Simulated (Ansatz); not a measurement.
Z-matrix (Å, degrees):
```
Si
C 1 1.841
Cl 1 2.063 2 111.6
N 1 1.695 2 110.9 3 -116.2
O 1 1.630 2 107.0 3 116.7
C 2 1.330 1 123.0 3 -118.6
H 2 1.088 1 118.1 3 62.1
H 4 1.006 1 121.7 2 152.3
H 4 1.006 1 121.5 2 -52.2
Si 5 1.639 1 142.4 2 -157.1
H 6 1.086 2 121.4 1 0.8
H 6 1.086 2 122.1 1 -179.4
H 10 1.484 5 107.6 1 -164.6
H 10 1.484 5 110.4 1 75.9
H 10 1.487 5 110.5 1 -45.1
```

Charge 0, multiplicity 1.

List the B3LYP/def2-TZVPP orbital energies in eV (the Gaussian-basis code of Ansatz). (Estimate.)

The calculation gave: Occupied: -2762.11, -1800.31, -1799.48, -520.58, -389.19, -277.22, -276.75, -256.88, -195.89, -195.77, -195.77, -144.62, -143.93, -100.00, -99.94, -99.90, -99.29, -99.23, -99.23, -27.34, -23.51, -22.20, -21.03, -16.39, -15.60, -13.88, -13.73, -12.91, -12.32, -11.69, -11.44, -10.76, -10.44, -9.41, -9.04, -8.85, -8.68, -8.64, -7.96, -7.56. Lowest empty: -0.89, 0.02, 0.91, 1.36, 1.51, 1.57, 1.79, 2.08.

B3LYP here is the variant with VWN-RPA as its local correlation; programs differ in this.
